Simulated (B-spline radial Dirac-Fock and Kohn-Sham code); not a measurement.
**Ho⁺: scattering cross sections and density moments**

System: Ho⁺ in the configuration [Xe] 4f11 6s1, inside a Watson sphere of charge -1 and radius 1.6 Å (a model of the Madelung potential; inside it an electron's potential energy is raised by 9.0 eV).

Input of the calculation (task.json; shells as n, l, electrons):

```json
{"items": [{
  "Z": 67,
  "q": 1,
  "cfg": [[1, 0, 2], [2, 0, 2], [2, 1, 6], [3, 0, 2], [3, 1, 6], [3, 2, 10], [4, 0, 2], [4, 1, 6], [4, 2, 10], [4, 3, 11], [5, 0, 2], [5, 1, 6], [6, 0, 1]],
  "A": 165,
  "rrms": 5.2022,
  "watson": [-1, 1.6],
  "do": ["scatter"],
  "s": [0.0, 0.05, 0.1, 0.15, 0.2, 0.25, 0.3, 0.35, 0.4, 0.45, 0.5, 0.6, 0.7, 0.8, 0.9, 1.0, 1.1, 1.2, 1.4, 1.6, 1.8, 2.0, 2.5, 3.0, 3.5, 4.0, 5.0, 6.0],
  "pz": [0, 0.1, 0.2, 0.3, 0.4, 0.5, 0.6, 0.8, 1.0, 1.2, 1.4, 1.6, 1.8, 2.0, 2.5, 3.0, 4.0, 5.0, 7.0, 10.0, 15.0, 20.0, 30.0, 40.0, 60.0, 100.0],
  "hv_scatter": [2000, 8047.8, 10000, 17479.3, 100000, 200000, 500000, 1000000]
}]}
```

Command: `python xray_run.py task.json out`

Level of theory: Dirac-Fock orbitals of the configuration average with a finite nucleus; a B-spline atomic structure program.

- Sum of ⟨r⟩: 40.59 bohr
- Sum of ⟨r²⟩: 65.55 bohr²
- Sum of ⟨1/r⟩: 465.15 per bohr
- Langevin diamagnetic susceptibility: -51.9 × 10⁻⁶ cm³/mol
- Lamb shielding (α²/3)Σ⟨1/r⟩: 8257 ppm

Coherent scattering is the Thomson cross section weighted by f₀², without anomalous dispersion; incoherent scattering is Klein-Nishina weighted by S. The Lamb formula is the non-relativistic shielding expression. Electron correlation is left out.

| hν (keV) | coherent (b) | incoherent (b) | incoherent per electron (b) |
| --- | --- | --- | --- |
| 2 | 2558 | 2.702 | 0.0409 |
| 8.0478 | 1280 | 11.55 | 0.175 |
| 10 | 1048 | 13.54 | 0.205 |
| 17.4793 | 565.9 | 19.18 | 0.291 |
| 100 | 42.17 | 28.19 | 0.427 |
| 200 | 12.24 | 25.17 | 0.381 |
| 500 | 2.182 | 18.71 | 0.284 |
| 1000 | 0.5641 | 13.83 | 0.210 |

Incoherent scattering overtakes coherent scattering between 100 and 200 keV.
